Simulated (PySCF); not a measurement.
Levels along the 29-electron series

One electron added to the closed shell [Ar] 3d10: EOM-EA-CCSD calculated with PySCF 2.14, two-component X2C-1e with screened spin-orbit coupling, each ion in its own even-tempered basis, [Ar] frozen, the virtual space cut to natural spinors and corrected at second order; no Breit or QED terms. Binding energy of 4s1/2 and energies of the other levels above it, in eV.

```json
{"ion": "Ho³⁸⁺", "4s1/2 binding": "1773.4", "4p1/2 − 4s1/2": "81.755", "4p3/2 − 4s1/2": "143.61", "NIST ionisation energy": "1773.6 ± 0.9 (s)"}
{"ion": "Er³⁹⁺", "4s1/2 binding": "1858.5", "4p1/2 − 4s1/2": "84.382", "4p3/2 − 4s1/2": "151.35", "NIST ionisation energy": "1858.5 ± 0.5 (s)"}
{"ion": "Tm⁴⁰⁺", "4s1/2 binding": "1945.1", "4p1/2 − 4s1/2": "86.399", "4p3/2 − 4s1/2": "158.80", "NIST ionisation energy": "1945.2 ± 1 (s)"}
{"ion": "Yb⁴¹⁺", "4s1/2 binding": "2034.5", "4p1/2 − 4s1/2": "89.100", "4p3/2 − 4s1/2": "167.27", "NIST ionisation energy": "2036.4 ± 1 (s)"}
{"ion": "Lu⁴²⁺", "4s1/2 binding": "2125.5", "4p1/2 − 4s1/2": "91.140", "4p3/2 − 4s1/2": "175.44", "NIST ionisation energy": "2125.5 ± 1.1 (s)"}
{"ion": "Hf⁴³⁺", "4s1/2 binding": "2219.4", "4p1/2 − 4s1/2": "93.914", "4p3/2 − 4s1/2": "184.71", "NIST ionisation energy": "2218.9 ± 1.1 (s)"}
{"ion": "Ta⁴⁴⁺", "4s1/2 binding": "2314.8", "4p1/2 − 4s1/2": "95.997", "4p3/2 − 4s1/2": "193.68", "NIST ionisation energy": "2314.7 ± 1.9 (s)"}
{"ion": "W⁴⁵⁺", "4s1/2 binding": "2412.5", "4p1/2 − 4s1/2": "98.082", "4p3/2 − 4s1/2": "203.07", "NIST ionisation energy": "2414.1 ± 0.4 (s)"}
{"ion": "Os⁴⁷⁺", "4s1/2 binding": "2615.6", "4p1/2 − 4s1/2": "103.57", "4p3/2 − 4s1/2": "224.47", "NIST ionisation energy": "2615.5 ± 1.4 (s)"}
```

Problem. Estimate the missing row, Re⁴⁶⁺.

Solution. The calculation gives 4s1/2 binding 2513.3; 4p1/2 − 4s1/2 100.98; 4p3/2 − 4s1/2 213.71. The NIST ionisation energy is 2514.5 ± 0.3 (s).

Each ion has its own basis, which adds noise of up to about 0.1 % of the binding energies along the series.

The 4p interval goes from 61.85 to 120.9 eV, as Z to the power 5.32; a hydrogen-like ion gives 4, and the power is higher where the screened charge Z − σ still grows faster than Z or where Zα is large.

NIST values marked (s) are semi-empirical, (t) theoretical.
